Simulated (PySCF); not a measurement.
**[BF4]-: computed shieldings and shifts**

[BF4]-, point group Td.

Geometry:
| atom | x (Å) | y (Å) | z (Å) |
| --- | --- | --- | --- |
| B1 | 0.000 | 0.000 | 0.000 |
| F2 | 0.016 | -0.020 | 1.403 |
| F3 | 1.317 | 0.009 | -0.482 |
| F4 | -0.669 | 1.151 | -0.445 |
| F5 | -0.665 | -1.140 | -0.477 |

Total charge -1.

GIAO calculations in PySCF on the PBE0-D3(BJ)/def2-SVP structure: isolated species, non-relativistic, equivalent atoms averaged; basis pcSseg-1.

Task: Give the isotropic shieldings (ppm) with PBE0, wB97X-D.

Result: 
```json
{"atoms": "F2/F3/F4/F5", "environment": "fluorine bonded to B", "PBE0": "346.5", "wB97X-D": "349.5"}
{"atoms": "B1", "environment": "boron bonded to 4 F", "PBE0": "103.6", "wB97X-D": "104.3"}
{"atoms": "HOMO–LUMO gap (eV)", "environment": "–", "PBE0": "14.90", "wB97X-D": "18.88"}
```

Task: And the chemical shifts, against references computed in the same way?

Result: 
| atoms | nucleus, reference | PBE0 | wB97X-D |
| --- | --- | --- | --- |
| F2/F3/F4/F5 | ¹⁹F, CFCl3 | -169.2 | -162.4 |
| B1 | ¹¹B, BF3·OEt2 | -2.8 | -2.7 |

Task: Which part of the shielding of F2/F3/F4/F5 depends on the functional?

Result: Diamagnetic: PBE0 474, wB97X-D 474 ppm; paramagnetic: PBE0 -127, wB97X-D -124 ppm. The diamagnetic part, set mainly by inner electrons, hardly moves; the paramagnetic part goes with low-lying magnetically allowed excitations and carries the spread.

Task: What couplings does B3LYP/pcJ-1 give?

Result: ¹J(B1,F2) = -48.5, ²J(F2,F3) = 18.3 Hz (averaged over equivalent pairs; isotopes ¹¹B, ¹⁹F).

Unscaled 19F shifts against computed CFCl3 carry errors that often reach 10 to 50 ppm.
